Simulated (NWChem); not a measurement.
# C$_{2}$H$_{5}$O, doublet; SMILES C[CH]O

```xyz
8

C     -0.2116    -1.2221     0.0031
C      0.5160     0.0730    -0.0776
O     -0.2972     1.1817     0.0063
H      0.4696    -2.0540    -0.2058
H     -0.6615    -1.3986     0.9964
H     -1.0295    -1.2544    -0.7279
H      1.5161     0.1704     0.3488
H      0.2557     1.9770    -0.0146
```
Atoms are numbered in this order, from 1.

Program: NWChem. Spin-unrestricted. Geometry: optimised at B3LYP/6-31G* (spherical d), spin-unrestricted. No stability test was run on the SCF state. Total energies compare along this basis series because the functional is fixed.

```csv
level,basis functions,energy (Ha),highest occupied level (eV),"lowest empty minus highest occupied level, either spin (eV)",dipole (D),<S²>,relative time
PBE/cc-pVDZ,67,-154.1919,-3.11,1.86,1.24,0.752,1
PBE/aug-cc-pVDZ,114,-154.2126,-3.55,1.80,1.20,0.753,3
PBE/cc-pVTZ,160,-154.2486,-3.40,1.88,1.23,0.753,6
```

Relative times are rough (shared machine, one core).
